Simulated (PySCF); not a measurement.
**Gas-phase XPS of indene, computed**

Species: indene, C9H8.
Structure used (PBE0-D3(BJ)/def2-SVP), in Å, numbered top down from 1:
```
atom  x, y, z in Å
C1    -2.351    0.422    0.095
C2    -1.392    1.364    0.205
C3    -0.077    0.742    0.058
C4     1.209    1.282    0.093
C5     2.299    0.428   -0.081
C6     2.109   -0.941   -0.286
C7     0.821   -1.484   -0.322
C8    -0.267   -0.640   -0.150
C9    -1.741   -0.930   -0.139
H10   -3.426    0.593    0.162
H11   -1.555    2.429    0.376
H12    1.362    2.352    0.254
H13    3.314    0.834   -0.056
H14    2.976   -1.592   -0.420
H15    0.680   -2.556   -0.483
H16   -2.084   -1.378   -1.089
H17   -2.017   -1.650    0.653
```

Method: delta-SCF UKS SCAN, pcX-2 on the ionised atom, pcseg-1 elsewhere, spin-free X2C in PySCF. Each binding energy is the total energy of the core-ionised species, with the hole localised on one atom, minus that of the ground state; both are solved self-consistently, so orbital relaxation is included.

**Question.** Give the core binding energies atom by atom.

**Answer.** 
```json
{"atom(s)": "C1", "environment": "alkene CH carbon", "level": "C 1s", "binding energy (eV)": "289.80", "above the level's lowest (eV)": "0.00", "count": "1"}
{"atom(s)": "C6", "environment": "aromatic CH carbon", "level": "C 1s", "binding energy (eV)": "289.82", "above the level's lowest (eV)": "+0.02", "count": "1"}
{"atom(s)": "C4", "environment": "aromatic CH carbon", "level": "C 1s", "binding energy (eV)": "289.86", "above the level's lowest (eV)": "+0.06", "count": "1"}
{"atom(s)": "C5", "environment": "aromatic CH carbon", "level": "C 1s", "binding energy (eV)": "289.94", "above the level's lowest (eV)": "+0.14", "count": "1"}
{"atom(s)": "C8", "environment": "substituted aromatic carbon", "level": "C 1s", "binding energy (eV)": "289.94", "above the level's lowest (eV)": "+0.14", "count": "1"}
{"atom(s)": "C7", "environment": "aromatic CH carbon", "level": "C 1s", "binding energy (eV)": "290.01", "above the level's lowest (eV)": "+0.21", "count": "1"}
{"atom(s)": "C3", "environment": "substituted aromatic carbon", "level": "C 1s", "binding energy (eV)": "290.09", "above the level's lowest (eV)": "+0.29", "count": "1"}
{"atom(s)": "C2", "environment": "alkene CH carbon", "level": "C 1s", "binding energy (eV)": "290.17", "above the level's lowest (eV)": "+0.37", "count": "1"}
{"atom(s)": "C9", "environment": "benzylic-type carbon", "level": "C 1s", "binding energy (eV)": "290.81", "above the level's lowest (eV)": "+1.01", "count": "1"}
```

The listed C 1s values span 1.01 eV, from C1 (bonded to C (double bond), C and H) to C9 (bonded to 2 C and 2 H). The widest gap between neighbouring values is 0.64 eV, between 290.17 and 290.81 eV. Summing the Pauling electronegativity differences to the bonded atoms, each weighted by its formal bond order, gives -0.35 for the lowest site and -0.70 for the highest; the largest sum, 0.00, belongs to C3, 0.72 eV below the top. The smallest sum, -0.70, belongs to C9, 1.01 eV above the lowest. The values 289.80, 289.82 and 289.86 eV; the values 289.94 and 289.94 eV lie too close for their order to be trusted.

**Question.** Give the binding energy of C 1s of C2 in hartree and in kJ/mol.

**Answer.** 290.17 eV = 10.6636 Eh = 27997 kJ/mol.

**Question.** What is the longest wavelength that can ionise C 1s of C2 vertically?

**Answer.** λ = hc/E = 12398.42 eV Å / 290.17 eV = 42.728 Å.

Spin contamination (⟨S²⟩ against 0.75 for a pure doublet) is marked for C 1s of C2 (0.91), C 1s of C3 (0.89), C 1s of C5 (0.86), C 1s of C7 (0.88) and C 1s of C8 (0.88), which makes these values less certain. Isolated species at its PBE0-D3(BJ)/def2-SVP geometry, gas phase.
